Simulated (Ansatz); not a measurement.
The same redistribution along the group Al, Ga, In.

Calculated with Ansatz (gas phase, PBE0-D4/def2-TZVP geometries, no zero-point term in ΔE). CCSD(T)/CBS is the MP2 limit (def2-TZVPP, def2-QZVPP) plus CCSD(T) − MP2 in def2-TZVPP, frozen cores. Elements past krypton have def2 core potentials. For Ga, Ge, In, Sn outer-core shells are correlated without core-valence functions, which leaves a few kJ/mol of doubt a bond. Scalar relativity is left out up to krypton.

Task: Order these by ΔE at CCSD(T)/CBS, lowest first. (Estimate.)
A. `C#[C][In]([F])[Cl]` + `[GeH3][SnH3]` → `[F][In]([Cl])[GeH3]` + `C#[C][SnH3]`
B. `C#[C][Ga]([F])[Cl]` + `[GeH3][SnH3]` → `[F][Ga]([Cl])[GeH3]` + `C#[C][SnH3]`
C. `C#[C][Al]([F])[Cl]` + `[GeH3][SnH3]` → `[F][Al]([Cl])[GeH3]` + `C#[C][SnH3]`

Result: A (-0.20 eV), B (+0.14 eV), C (+0.60 eV).

Largest T1 diagnostic: 0.015, for `C#[C][In]([F])[Cl]`.
